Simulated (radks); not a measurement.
Results of a calculation; reference values are marked as such.
Task: The mean radii <r> (bohr) of the occupied orbitals of an atom or ion are listed with their occupations. Level of theory: scalar-relativistic Kohn-Sham, PBEsol, spin-polarised, spherical densities, finite nucleus; Fermi nuclear charge, rms radius of each element as measured or else 0.836 A^(1/3) + 0.57 fm (a radial shooting solver on a logarithmic mesh with Libxc functionals).

orbital  occ.      <r>
1s          2  0.02364
2s          2   0.1009
2p          6  0.08874
3s          2   0.2642
3p          6   0.2617
3d         10   0.2380
4s          2   0.5577
4p          6   0.5746

Name the element and its charge. Open shells, if any, are filled with parallel spins first.

Result: Z = 60, neodymium, charge +24: Nd24+ in [Kr]. The 1s radius gives Z: for a bare nucleus <r> = (2 gamma + 1)/(2Z) with gamma = sqrt(1 - (Z/c)^2), 0.02332 bohr for Z = 60, and screening makes it slightly larger (0.02364 here). The occupations add up to 36, and the charge is Z minus that.
